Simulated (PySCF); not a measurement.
Simulated outer-valence photoelectron spectrum of `[SiH3]SBP`. Theory: EOM-IP-CCSD/aug-cc-pVDZ in PySCF, restricted Hartree–Fock reference, 16 core orbitals frozen, non-relativistic, gas phase, PBE0-D3(BJ)/def2-SVP geometry.

Each root has a Gaussian of 0.3 eV full width with its one-hole share as area; cross sections and vibrations are left out, and the highest printed point is 100.

ionisation energy (eV), intensity and a bar:
```
      9.0          1 
      9.1          4 #
      9.2         19 ######
      9.3         43 #############
      9.4         53 ################
      9.5         35 ##########
      9.6         12 ####
      9.7          2 #
      9.8          0 
      9.9          2 #
     10.0         12 ###
     10.1         33 ##########
     10.2         52 ################
     10.3         44 #############
     10.4         20 ######
     10.5          5 #
     10.6          1 
     10.7          4 #
     10.8         18 #####
     10.9         41 ############
     11.0         53 ################
     11.1         36 ###########
     11.2         13 ####
     11.3          3 #
     11.4          1 
     11.5          3 #
     11.6         13 ####
     11.7         36 ###########
     11.8         53 ################
     11.9         41 ############
     12.0         18 #####
     12.1          4 #
     12.2          1 
     12.3          0 
     12.4          4 #
     12.5         22 ######
     12.6         62 ###################
     12.7        100 ##############################
     12.8         91 ###########################
     12.9         55 #################
     13.0         45 #############
     13.1         53 ################
     13.2         44 #############
     13.3         20 ######
     13.4          5 #
     13.5          1 
     13.6          0 
     13.7          0 
     13.8          0 
     13.9          3 #
     14.0         15 #####
     14.1         38 ###########
     14.2         52 ################
     14.3         38 ############
     14.4         15 #####
     14.5          3 #
     14.6          0
```

**Question.** Where are the maxima, and how many lines lie under the curve?

**Answer.** 7 maxima, at 9.4, 10.2, 11.0, 11.8, 12.7, 13.1 and 14.2 eV, from 8 lines. At this width some lines have no maximum of their own.

**Question.** List the lines with their holes.

**Answer.** 
```
E (eV)  leading hole (HF orbital)  area  Koopmans (eV)
  9.38                       HOMO  0.95           9.87
 10.22                     HOMO-1  0.95          10.86
 10.99                     HOMO-2  0.94          11.67
 11.81                     HOMO-3  0.95          12.75
 12.70                     HOMO-4  0.94          13.55
 12.76                     HOMO-5  0.94          13.71
 13.12                     HOMO-6  0.94          14.05
 14.20                     HOMO-7  0.93          15.21
```

The widest gap, 1.08 eV, lies between 13.12 and 14.20 eV. Only orbitals with −ε under 21 eV, eight at most, were ionised, so the high end of the curve may lack lines.

Shape of the structure used: `[SiH3:1][S:2][BH:3][PH2:4]`: Si1–S2–B3–P4 -6°, H–P4–B3–S2 44°, H–P4–B3–S2 144°.

One conformer stands for the species.
